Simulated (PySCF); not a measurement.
**Technetium: a sound run and one with changed settings**

Sound run: Tc+ [Kr] 4d5 5s1, Tc(2+) [Kr] 4d5. Calculation: PySCF 2.14, in x2c-SVPall (6s5p5d1f, 53 functions); scalar relativity by spin-free X2C-1e. In the sound run the correlated levels freeze [Kr]. The sound run starts from symmetry-adapted Hartree-Fock orbitals and uses a fine grid where one is needed.

Changed run: the non-relativistic Hamiltonian (point nucleus). This setting is unsound on purpose.

| species | method | sound run (hartree) | changed run (hartree) | converged |
| --- | --- | --- | --- | --- |
| Tc+ | UHF | -4282.44337 | -4151.26206 | yes |
| Tc+ | MN15 | -4287.32352 | -4156.17252 | yes |
| Tc+ | M06-L | -4284.48358 | -4153.30670 | yes |
| Tc+ | MP2 | -4282.50275 | -4151.32110 | yes |
| Tc(2+) | UHF | -4281.92093 | -4150.77605 | yes |
| Tc(2+) | MN15 | -4286.77685 | -4155.67039 | yes |
| Tc(2+) | M06-L | -4283.94447 | -4152.80873 | yes |
| Tc(2+) | MP2 | -4281.96730 | -4150.82210 | yes |

Ionisation energy of Tc+:

```
 method  sound run (eV)  changed run (eV)
    UHF          14.216            13.225
   MN15          14.876            13.664
  M06-L          14.670            13.550
    MP2          14.570            13.579
SCS-MP2          14.334            13.343
```

Most of the change in total energy is the relativistic energy itself. On top of that the contraction fixes the core shape for the Hamiltonian it was made with, so the changed run is not a good calculation with the other Hamiltonian either.

For comparison, NIST gives 15.26 eV between the lowest levels.
